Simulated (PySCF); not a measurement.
CH₇NSi₃, SMILES [SiH3][Si@H]1N=C[SiH2]1.

Geometry: PBE-D3(BJ)/def2-SVP. The structure was generated by enumeration; whether it is a known compound was not checked.

Calculation: TDDFT-PBE/def2-SVPD (PySCF).

Vertical excitations. 

Q: Estimate the UV-visible absorptions. (Estimate from the structure and the level; the computed values follow.)

A: 
```
state  energy (eV)  λ (nm)      f                                                main pairs
-----  -----------  ------  -----  --------------------------------------------------------
S1            3.45     359  0.001                                            HOMO→LUMO 99 %
S2            4.15     299  0.004                                          HOMO→LUMO+1 98 %
S3            4.26     291  0.004                                          HOMO−1→LUMO 99 %
S4            4.52     274  0.002                                          HOMO→LUMO+2 97 %
S5            4.85     256  0.002                                          HOMO→LUMO+3 99 %
S6            5.12     242  0.003                                          HOMO→LUMO+4 95 %
S7            5.20     238  0.006                                          HOMO−2→LUMO 85 %
S8            5.48     226  0.041  HOMO−1→LUMO+1 45 %, HOMO→LUMO+5 25 %, HOMO−1→LUMO+2 22 %
S9            5.52     225  0.042                      HOMO→LUMO+5 74 %, HOMO−1→LUMO+1 13 %
S10           5.74     216  0.100  HOMO−1→LUMO+2 49 %, HOMO→LUMO+6 19 %, HOMO−1→LUMO+1 18 %
T1            2.76     449      0                                           HOMO→LUMO 100 %
T2            3.97     312      0                                          HOMO→LUMO+1 94 %
T3            4.02     308      0                                          HOMO−1→LUMO 91 %
T4            4.27     290      0                                          HOMO→LUMO+2 97 %
```
Triplets are in the Tamm–Dancoff approximation, which puts them higher than full response would, so one can lie above its singlet here.
